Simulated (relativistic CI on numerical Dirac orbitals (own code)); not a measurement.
Hyperfine structure of Pr XIV, mass number 141

Method of calculation: Dirac-Coulomb-Breit CI, KLI orbitals optimised for each configuration, a model potential for QED, unscaled Slater integrals (own radial code, finite nucleus).

Configuration list (outside the closed core [Ar] 3d10): 4s2 4p6 4d10, 4s2 4p6 4d9 4f, 4s2 4p6 4d9 5s, 4s2 4p5 4d10 4f, 4s2 4p6 4d9 5p, 4s2 4p6 4d9 5d, 4s 4p6 4d10 4f, 4s2 4p6 4d9 6s, 4s2 4p6 4d9 5f. Double excitations out of closed p, d and f shells are left out; levels of such configurations are missing from the list, as are those of other unlisted configurations, and high levels can miss mixing partners.

Nuclear spin I = 5/2, μ = 4.266 μN, Q = -0.0589 b (tables of Stone and Pyykkö). The electronic factors are computed for point nuclear moments, without core polarisation or the Bohr-Weisskopf and QED corrections.

```csv
Level,E (cm⁻¹),A (MHz),B (MHz)
4s2 4p6 4d9 5s 3D_3,903113,36720,360
4s2 4p6 4d9 4f 3P°_1,906592,-157.3,-30.2
4s2 4p6 4d9 5s 3D_2,908098,-24730,261
4s2 4p6 4d9 4f 3P°_2,917407,-808.3,-38.9
4s2 4p6 4d9 4f 3H°_6,931149,2586,284
4s2 4p6 4d9 5s 3D_1,934641,-33410,140
4s2 4p6 4d9 4f 3H°_5,934788,3371,284
4s2 4p6 4d9 5s 1D_2,939017,56140,306
```

Levels with J = 0, under 50 % of one LS term, or S terms without an open s electron are left out. Small factors come from cancelling terms and can be off by tens of per cent or more.

At this charge energies of transitions that change n are usually good to better than 1 %, and those within a shell (Δn = 0) to a few per cent. Levels and lines within the n = 5 or 6 shells can be off by up to 10 % or somewhat more, and those that change n by about 2 %, since core polarisation is missing.

(1) Give the hyperfine levels of 4s2 4p6 4d9 5s 3D_3 relative to its centre of gravity.

Answers

(1) With K = F(F + 1) − I(I + 1) − J(J + 1), E = AK/2 + B[¾K(K + 1) − I(I + 1)J(J + 1)]/[2I(2I − 1)J(2J − 1)]: F = 1/2: -367000, F = 3/2: -312000, F = 5/2: -220400, F = 7/2: -91920, F = 9/2: 73340, F = 11/2: 275500 MHz.

LS names give the leading component of a level, which can be under half, so a name can repeat, a term be missing and a line seem to break the LS rules.
